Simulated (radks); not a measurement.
Q: These are the eigenvalues of the occupied orbitals of an atom or ion with whole-number occupations (eV). Calculated with a radial shooting solver on a logarithmic mesh with Libxc functionals: non-relativistic Kohn-Sham, PBE, spin-polarised, spherical densities, point nucleus.

| orbital | eigenvalue |
|---|---|
| 1s up | -73073.05 |
| 1s down | -73073.04 |
| 2s down | -12194.16 |
| 2s up | -12194.16 |
| 2p up | -11723.34 |
| 2p down | -11723.34 |
| 3s up | -2853.765 |
| 3s down | -2853.762 |
| 3p up | -2631.839 |
| 3p down | -2631.836 |
| 3d up | -2217.828 |
| 3d down | -2217.827 |
| 4s up | -601.7968 |
| 4s down | -601.7904 |
| 4p up | -506.0606 |
| 4p down | -506.0540 |
| 4d up | -330.0813 |
| 4d down | -330.0747 |
| 4f up | -94.3670 |
| 4f down | -94.3602 |
| 5s down | -84.4597 |
| 5s up | -84.4575 |
| 5p up | -54.2231 |
| 5p down | -54.2106 |
| 5d up | -8.1285 |
| 5d down | -7.9333 |
| 6s up | -4.4227 |

Which element is it, and in what charge state? The configuration may be excited. Open shells, if any, are filled with parallel spins first.

A: Z = 79, gold, charge 0: Au in [Xe] 4f14 5d10 6s1. The list shows which subshells hold electrons but not how many an open one holds; the 1s level, -2685.4 hartree, gives Z - s = 73.3 by -(Z - s)^2/2, which with screening narrows Z to a few neighbours, and the depths of the outer levels then fix element, charge and occupations together.
